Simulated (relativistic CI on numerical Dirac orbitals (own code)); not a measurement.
Transition arrays of In22+

These numbers are calculated, not measured: Dirac-Coulomb-Breit CI, KLI orbitals optimised for each configuration, a model potential for QED, valence Slater integrals scaled by 0.9, whole transition arrays (own radial code, finite nucleus).

Configurations in the expansion (outside the closed core [Ne] 3s2): 3p⁶3d⁹, 3p⁶3d⁸4f, 3p⁵3d¹⁰, 3p⁶3d⁸4p, 3p⁶3d⁸5f. Levels of other configurations are missing.

All E1 lines from the levels of 3p⁶3d⁹; mean and standard deviation are weighted by gf, and upper levels are sorted by their leading configuration.

| Upper configuration | Lines | Σgf | Mean (eV) | Mean (nm) | σ (eV) | Strongest line (nm) |
| --- | --- | --- | --- | --- | --- | --- |
| 3p⁶3d⁸4f | 81 | 53.3 | 658.46 | 1.883 | 5.38 | 1.876 |
| 3p⁵3d¹⁰ | 3 | 1.9 | 228.67 | 5.422 | 15.79 | 5.694 |
| 3p⁶3d⁸4p | 60 | 4.3 | 496.69 | 2.496 | 4.67 | 2.500 |
| 3p⁶3d⁸5f | 81 | 23.0 | 823.24 | 1.506 | 5.83 | 1.505 |

Σgf per state of the lower configuration in bins of 0.05 nm over the central range (centre: value): 1.475: 0.71, 1.525: 1.58, 1.825: 0.06, 1.875: 4.77, 1.925: 0.50, 2.475: 0.22, 2.525: 0.19.

Task: How do configuration mixing and the scaling of the Slater integrals move the arrays?

Result: Slater scale 0.9, no configuration mixing: 3p⁶3d⁸4f 659.3 ± 5.5 eV (Σgf 58.0), 3p⁵3d¹⁰ 229.8 ± 15.9 eV (Σgf 2.1), 3p⁶3d⁸4p 496.8 ± 4.7 eV (Σgf 3.8), 3p⁶3d⁸5f 822.3 ± 5.8 eV (Σgf 17.2); Slater scale 1: 3p⁶3d⁸4f 660.1 ± 5.7 eV (Σgf 53.4), 3p⁵3d¹⁰ 228.4 ± 15.8 eV (Σgf 1.9), 3p⁶3d⁸4p 496.9 ± 5.0 eV (Σgf 4.3), 3p⁶3d⁸5f 824.0 ± 6.2 eV (Σgf 23.0); Slater scale 0.8: 3p⁶3d⁸4f 656.8 ± 5.1 eV (Σgf 53.2), 3p⁵3d¹⁰ 228.9 ± 15.8 eV (Σgf 1.9), 3p⁶3d⁸4p 496.5 ± 4.3 eV (Σgf 4.2), 3p⁶3d⁸5f 822.5 ± 5.5 eV (Σgf 22.9). With mixing, levels are counted to their leading configuration, so an array can shrink or vanish into another, and the sums then hold other lines.
